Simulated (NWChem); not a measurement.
**Polarisability of H₃B**

SMILES: B
```xyz
4

B      0.0000     0.0000     0.0000
H      0.0000     0.0000     1.2044
H     -1.0430     0.0000    -0.6022
H      1.0430     0.0000    -0.6022
```
Charge 0, spin multiplicity 1.

The numbers come from NWChem runs, not from measurements. All single points use one geometry, from B3LYP/def2-SVP, a minimum by its harmonic frequencies.

Basis set: 6-31G*. Static limit. This basis has no diffuse functions, which lowers polarisabilities.

B3LYP has NWChem's definition, with VWN1-RPA local correlation. The Pople sets run with spherical d functions. The structure started from a generated list of species.

Task: One of these methods gave an isotropic polarisability of 13.48 bohr³. Which?
(A) B3LYP
(B) HF
(C) PBE0

Result: C, PBE0. The others give 13.02 (HF), 13.31 (B3LYP).
